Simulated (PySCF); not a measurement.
A PySCF script (with the pyscf-properties extension) for the NMR shieldings of `F[SiH2]N([SiH3])C[SiH3]`, CH10FNSi3, on a GFN2-xTB geometry:

```python
import basis_set_exchange as bse
import numpy as np
from pyscf import gto, dft
from pyscf.prop import nmr

atoms = """
F    -0.304783   -2.182182   -1.736235
Si   -1.242198   -1.366750   -0.711888
N    -0.473715    0.150843   -0.436410
Si   -1.307849    1.544608    0.174718
C     0.987046    0.205560   -0.465151
Si    1.850639   -0.280343    1.163926
H    -2.494933   -1.151541   -1.409689
H    -1.303832   -2.235183    0.458005
H    -2.706788    1.379827   -0.203551
H    -1.183558    1.647055    1.634965
H    -0.693491    2.714620   -0.456890
H     1.284934    1.220165   -0.745704
H     1.340441   -0.451389   -1.263815
H     1.414414    0.607794    2.243987
H     1.534064   -1.667162    1.509012
H     3.292008   -0.126979    0.951405
"""
names = dict.fromkeys(["F", "Si", "N", "C", "H"], "pcSseg-1")
basis = {el: gto.basis.parse(bse.get_basis(n, elements=[el], fmt="nwchem")) for el, n in names.items()}
mol = gto.M(atom=atoms, basis=basis, charge=0, verbose=0)
mf = dft.RKS(mol, xc="PBE0")
mf.grids.level = 2
mf.grids.alignment = dft.numint.BLKSIZE   # the property module wants whole blocks of grid points
mf.conv_tol = 1e-9
mf.kernel()

calc = nmr.RKS(mf)   # GIAO
C = mf.mo_coeff
Co = C[:, mf.mo_occ > 0]
resp = mf.gen_response(singlet=True, hermi=2)
def vind(x):   # induced exchange potential for any number of trial vectors
    d = np.einsum("pi,xij,qj->xpq", C, 2 * x.reshape(-1, C.shape[1], Co.shape[1]), Co, optimize=True)
    return np.einsum("xpq,pi,qj->xij", resp(d - d.transpose(0, 2, 1)), C, Co, optimize=True).ravel()
mo1, _ = nmr.rhf.solve_mo1(calc, with_cphf=vind)
sigma = calc.kernel(mo1)
for i, s in enumerate(sigma):   # ppm
    print("%2d %-2s %9.2f" % (i, mol.atom_pure_symbol(i), np.trace(s) / 3))
```

**Question.** What are the results?

**Answer.** 
```
 0 F     371.76
 1 Si    366.02
 2 N     250.09
 3 Si    404.26
 4 C     156.85
 5 Si    436.99
 6 H      26.71
 7 H      26.38
 8 H      27.09
 9 H      26.89
10 H      27.12
11 H      29.03
12 H      28.07
13 H      27.64
14 H      27.72
15 H      28.07
```

These numbers come from an equivalent density-fitted implementation of the same equations, which agrees with the script to about 0.01 ppm for H and up to a few tenths of a ppm for heavy atoms, so last digits may differ.

**Question.** Turn these shieldings into chemical shifts. Scale: ¹⁹F (σref 170.95) vs CFCl3; TMS for ²⁹Si (σref 349.16) and ¹³C (σref 186.93) and ¹H (σref 31.72); ¹⁵N (σref 267.73) against NH3 (reference shieldings calculated alike).

**Answer.** Averaging equivalent atoms: F 0: -200.8; Si 1: -16.9; Si 3: -55.1; Si 5: -87.8; N 2: 17.6; C 4: 30.1; H 6/7: 5.17; H 8/9/10: 4.68; H 13/14/15: 3.91; H 11/12: 3.17 ppm. Unscaled 19F shifts against computed CFCl3 carry errors that often reach 10 to 50 ppm. Experimental scales use liquid or dissolved standards, which lie at an offset from isolated NH3 (liquid NH3: subtract about 20 ppm).

Size and cost of the density-fitted run: 173 basis functions, 44 s wall time on 1 thread of an Arm Neoverse N1, shared host; peak memory 0.8 GiB.
